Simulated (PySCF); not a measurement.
**Spinor energies of Ga (gallium, neutral)**

Start: [Ar] 3d10 4s2 4p1; 4p3/2 filled at m_j = +3/2. Calculated with PySCF 2.14 in x2c-TZVPall-2c: generalised Hartree-Fock with the X2C-1e Hamiltonian and a Gaussian nucleus; one run each with spin-orbit coupling (SO) switched off, then screened by Boettger's factors. This is a chosen level, not necessarily the ground level.

```json
{"spinor shell": "1s1/2", "electrons": "2", "ε, spin-free (eV)": "-10441.4", "ε, screened SO (eV)": "-10441.2", "weight of nominal j (screened SO)": "1.000", "rms radius, screened SO (bohr)": "0.0560"}
{"spinor shell": "2s1/2", "electrons": "2", "ε, spin-free (eV)": "-1341.2", "ε, screened SO (eV)": "-1341.1", "weight of nominal j (screened SO)": "1.000", "rms radius, screened SO (bohr)": "0.235"}
{"spinor shell": "2p1/2", "electrons": "2", "ε, spin-free (eV)": "-1162.9", "ε, screened SO (eV)": "-1181.9", "weight of nominal j (screened SO)": "1.000", "rms radius, screened SO (bohr)": "0.209"}
{"spinor shell": "2p3/2", "electrons": "4", "ε, spin-free (eV)": "-1162.9", "ε, screened SO (eV)": "-1153.8", "weight of nominal j (screened SO)": "1.000", "rms radius, screened SO (bohr)": "0.212"}
{"spinor shell": "3s1/2", "electrons": "2", "ε, spin-free (eV)": "-178.97", "ε, screened SO (eV)": "-178.99", "weight of nominal j (screened SO)": "1.000", "rms radius, screened SO (bohr)": "0.698"}
{"spinor shell": "3p1/2", "electrons": "2", "ε, spin-free (eV)": "-123.02", "ε, screened SO (eV)": "-125.66", "weight of nominal j (screened SO)": "1.000", "rms radius, screened SO (bohr)": "0.730"}
{"spinor shell": "3d3/2", "electrons": "4", "ε, spin-free (eV)": "-31.626", "ε, screened SO (eV)": "-31.959", "weight of nominal j (screened SO)": "0.995", "rms radius, screened SO (bohr)": "0.893"}
{"spinor shell": "3d5/2", "electrons": "6", "ε, spin-free (eV)": "-31.626", "ε, screened SO (eV)": "-31.450", "weight of nominal j (screened SO)": "0.996", "rms radius, screened SO (bohr)": "0.901"}
{"spinor shell": "4s1/2", "electrons": "2", "ε, spin-free (eV)": "-11.776", "ε, screened SO (eV)": "-11.792", "weight of nominal j (screened SO)": "0.999", "rms radius, screened SO (bohr)": "2.64"}
{"spinor shell": "4p3/2", "electrons": "1", "ε, spin-free (eV)": "-5.667", "ε, screened SO (eV)": "-5.632", "weight of nominal j (screened SO)": "1.000", "rms radius, screened SO (bohr)": "3.65"}
```

**Question.** Where does 3p3/2 lie, and what is the 3p spin-orbit splitting (screened SO)?

**Answer.** At -121.79 eV, 3.876 eV above 3p1/2.

```csv
quantity,spin-free,screened SO
E (hartree),-1942.13357,-1942.19541
M_J,3/2,3/2
⟨J²⟩,3.763,3.763
⟨L²⟩,2.009,2.011
⟨S²⟩,0.754,0.755
```

Each row is a mean over spinors that exchange with the open shell spreads, by up to 1.638 eV (4s1/2).

Without spin-orbit coupling the j labels of p, d and f shells carry no meaning; the spin-free column gives the mean over the occupied spinors of each nl shell.
